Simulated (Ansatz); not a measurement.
An input meant for the cluster AgBr₂ (charge 0, doublet; scaled by 1.05; with a point charge).

```yaml
crystal:
  periodic: [false, false, false]
  atoms:
    - {symbol: Ag, position_ang: [-0.000378, -0.000819, 0.000147]}
    - {symbol: Br, position_ang: [-1.580261, 0.943226, 1.761606]}
    - {symbol: Br, position_ang: [1.580649, -0.942407, -1.761742]}
basis:
  gaussian: {orbitals: def2-TZVPP, point_charges: [{charge: -1.00, position_ang: [6.342, -0.852, -0.807]}]}
total_charge: -2
magnetization: {spin_polarized: true, initial_magnetization: 1}
hamiltonian: {xc: {name: CAM-B3LYP}, dispersion: d3bj}
scf: {lower_state_search: full}
```

```sh
$ ansatz run in.yaml --threads 4 --pin off --events-out ev --progress --plain --max-ram 3916MiB
```

Output, abridged:

```
Functional definition: CAM-B3LYP
1043 factors; integrals over basis functions are off by at most 9.0e-4 eV
190 factors; integrals over basis functions are off by at most 6.2e-5 eV
mean field evaluation 1: about -144086.7257 eV, gradient 5.2e1 eV
mean field evaluation 2: about -144086.8116 eV, gradient 5.1e1 eV
mean field evaluation 4: about -144095.2325 eV, gradient 5.1e0 eV
mean field evaluation 8: about -144095.3567 eV, gradient 4.1e-1 eV
mean field evaluation 16: about -144095.3666 eV, gradient 2.1e-2 eV
mean field evaluation 32: about -144095.3499 eV, gradient 7.6e-1 eV
mean field evaluation 64: about -144095.3666 eV, gradient 2.4e-3 eV
mean field evaluation 96: about -144095.3666 eV, gradient 9.0e-5 eV
mean field evaluation 128: about -144095.3666 eV, gradient 4.0e-5 eV
mean field -144095.36661768 eV, -5295.4070518521 hartree, gradient 2.7e-5 eV, S^2 0.752130; 8 other end points of the search recorded, 0 dependent functions left out
reference -144095.36671825 eV, -5295.4070555480 hartree; 46, 45 occupied and 106, 107 virtual orbitals, 1043 factors
Total energy: -144095.45690986 eV, -5295.4103700287 hartree
```

In this input the charge is far from what the species holds (-2 typed, 0 meant). The run converged. The result belongs to that input, not to the species as meant.

In the def2 sets Ag takes a core potential; there is no spin–orbit coupling. A multiply charged anion in the gas phase is held together partly by the finite basis. The highest occupied level of an anion often lies above zero with these methods, and sets without diffuse functions describe the outer electron poorly.
